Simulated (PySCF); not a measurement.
Below is a simulated gas-phase Al 1s photoelectron spectrum of `C[O+]1[AlH2-][O+]([AlH-]1[N]([SiH3])[SiH3])C`.

Every computed line was given a Gaussian of 0.8 eV full width at half maximum and an area set by the number of equivalent atoms; the highest printed point is 100. Computed with delta-SCF UKS SCAN, pcX-2 on the ionised atom, pcseg-1 elsewhere, spin-free X2C in PySCF.

binding energy (eV), intensity and a bar:
```
   1565.6          0 
   1565.7          0 
   1565.8          1 
   1565.9          3 #
   1566.0          6 ##
   1566.1         11 ###
   1566.2         20 ######
   1566.3         32 ##########
   1566.4         48 ##############
   1566.5         66 ####################
   1566.6         83 #########################
   1566.7         95 ############################
   1566.8        100 ##############################
   1566.9         97 #############################
   1567.0         86 ##########################
   1567.1         70 #####################
   1567.2         52 ################
   1567.3         36 ###########
   1567.4         22 #######
   1567.5         13 ####
   1567.6          7 ##
   1567.7          3 #
   1567.8          1 
   1567.9          1 
   1568.0          0
```

Question: Count the maxima, the lines and the sites behind this envelope.

Answer: The curve has 1 maximum (at 1566.8 eV). Under it lie 2 lines from 2 inequivalent aluminium sites. At this width some lines have no maximum of their own.

Question: Decompose the envelope and assign each component. Numbering: `[CH3:1][O+:2]1[AlH2-:3][O+:4]([CH3:5])[AlH-:6]1[N:7]([SiH3:8])[SiH3:9]`.

Answer: 
| position (eV) | relative area | line | atoms | environment |
| --- | --- | --- | --- | --- |
| 1566.80 | 1 | Al 1s | Al6 | aluminium bonded to N, 2 O and H |
| 1566.83 | 1 | Al 1s | Al3 | aluminium bonded to 2 O and 2 H |

Question: What are the centre and the root-mean-square width of the whole band?

Answer: The area-weighted mean of the lines is 1566.81 eV. Their own spread about it is 0.01 eV (rms) and each Gaussian has σ = 0.8/2.355 = 0.34 eV; the variances add, which gives 0.34 eV.

Question: Above which line width would these two lines show one maximum?

Answer: Two equal Gaussians merge once their distance is under 2σ = FWHM/1.177. With 0.03 eV between them that is a full width over 0.04 eV.

The 2 Al 1s values lie within 0.03 eV of each other; Gaussian lines of 0.5 eV full width would blend them into one maximum.

Shake-up satellites, vibrational structure and lifetime widths aren't simulated. One conformer (not necessarily the lowest) at the PBE0-D3(BJ)/def2-SVP geometry, without solvent, vibrations or thermal averaging.

Shape of the structure used: `[CH3:1][O+:2]1[AlH2-:3][O+:4]([CH3:5])[AlH-:6]1[N:7]([SiH3:8])[SiH3:9]`: O4–Al6–N7–Si8 -132°.
